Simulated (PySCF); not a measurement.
**Radial density of Zn (zinc, neutral)**

UHF, [Ar] 3d10 4s1 4p1, high-spin 3P determinant (an excited configuration). Computed with PySCF 2.14 in aug-cc-pVTZ-PP with ECP10MDF (6s6p5d3f2g, 88 functions), with scalar relativity through the core potential. This is the valence pseudo-density: the core potential removes the inner electrons and smooths the orbitals near the nucleus.

```
r (bohr)  4πr²ρ (e/bohr)  4πr²(ρα − ρβ)
 0.00574       1.304e-05         0.0000
 0.00965       3.526e-05         0.0000
  0.0162       9.535e-05         0.0000
  0.0273       0.0003675         0.0000
  0.0459        0.003446         0.0000
  0.0772         0.04471        -0.0004
   0.130          0.4570        -0.0039
   0.219           3.187        -0.0213
   0.368           14.36        -0.0285
   0.618           24.53        -0.0370
    1.04           10.25         0.0334
    1.75           1.990         0.5492
    2.94          0.6967         0.6231
    4.95          0.1929         0.1925
    8.32         0.01209         0.0121
    14.0       3.978e-05         0.0000
```

Energies and moments cover only the electrons outside the core potential.

Task: Where is the radial spin density 4πr²(ρα − ρβ) most negative, and why is it negative at all?

Result: Around r = 0.618 bohr, down to -0.0370 e/bohr: exchange with the open shell polarises the paired shells in an unrestricted calculation.
